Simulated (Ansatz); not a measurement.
Relaxation of Cl2GaH2O (6 atoms, charge 0, multiplicity 2), to a largest force component of 0.03 eV/Å in at most 50 steps.

These are results of UKS BLYP/def2-SVP (Ansatz), not measurements.

```xyz
6
Properties=species:S:1:pos:R:3
Ga 0.022 0.013 -0.126
H 0.035 -0.021 1.445
Cl 1.852 0.030 -1.294
Cl -1.836 0.019 -1.253
O -0.027 -0.006 3.645
H -0.559 -0.835 3.760
```

Question: Where does it end, and by what steps?

Answer: The forces met the threshold. After 27 steps the energy has fallen by 2.508 eV; O5 moved furthest, 1.49 Å. Parted: Ga1–H2 (1.57 → 2.54 Å). Joined: H2–O5 (2.20 → 0.99 Å).

| step | energy less start (eV) | largest force component (eV/Å) | accepted |
| --- | --- | --- | --- |
| 0 | 0.0000 | 0.270 | yes |
| 1 | -0.0650 | 0.640 | yes |
| 2 | -0.1688 | 0.953 | yes |
| 3 | -0.4814 | 2.121 | yes |
| 4 | -0.9870 | 3.208 | yes |
| 5 | -1.3835 | 2.941 | yes |
| 6 | -1.3773 | 6.586 | no |
| 7 | -1.6480 | 1.593 | yes |
| 8 | -1.7290 | 1.197 | yes |
| 9 | -1.8099 | 0.271 | yes |
| 10 | -1.8044 | 2.019 | no |
| 11 | -1.8482 | 0.431 | yes |
| 12 | -1.8832 | 0.790 | yes |
| 13 | -1.9318 | 0.649 | yes |
| 14 | -1.9655 | 0.364 | yes |
| 15 | -1.9824 | 1.642 | yes |
| 16 | -2.0268 | 2.093 | yes |
| 17 | -2.1523 | 1.031 | yes |
| 18 | -2.2331 | 0.290 | yes |
| 19 | -2.3185 | 0.591 | yes |
| 20 | -2.3832 | 0.864 | yes |
| 21 | -2.4390 | 0.392 | yes |
| 22 | -2.4575 | 0.738 | yes |
| 23 | -2.4777 | 0.701 | yes |
| 24 | -2.4985 | 0.235 | yes |
| 25 | -2.5064 | 0.106 | yes |
| 26 | -2.5081 | 0.046 | yes |
| 27 | -2.5083 | 0.016 | yes |

```xyz
6
Properties=species:S:1:pos:R:3
Ga -0.346 -0.780 0.039
H 0.626 0.314 2.111
Cl 1.750 0.105 -0.113
Cl -2.020 0.384 -0.866
O -0.294 -0.043 2.181
H -0.231 -0.781 2.825
```

Time of the run: 48 s on 4 threads of Arm Neoverse V2, on a shared host, peak memory 0.21 GiB.
